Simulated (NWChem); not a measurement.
**Correlation energy of F3Si**

```
Si
F 1 1.6265
F 1 1.6265 2 107.83
F 1 1.6265 2 107.83 3 116.18
```
Charge 0, spin multiplicity 2.

The numbers come from NWChem runs, not from measurements. Structure: optimised with UPBE/def2-SVP, a minimum by its harmonic frequencies.

Basis set: cc-pVDZ. Each correlation energy counts from its own Hartree-Fock reference.

The correlated methods keep 8 core orbitals frozen. The structure started from a generated list of species. The unpaired electrons of the parent sit in orbitals of symmetry a' (Cs labels of the run); other states weren't searched. The stability of the SCF solutions was not checked. Open-shell Hartree-Fock references start from PBE0 orbitals. Coupled-cluster values serve here as a point of comparison, not as the truth.

Task: For the correlation energy, CCSD[T] on ROHF gives -655.6 mHa and CCSD on ROHF gives -642.8 mHa. What do UMP2, CCSD(T) on UHF, CCSD(T) on ROHF give?

Result: UMP2: -636.6 mHa; CCSD(T) on UHF: -652.5 mHa; CCSD(T) on ROHF: -653.7 mHa.
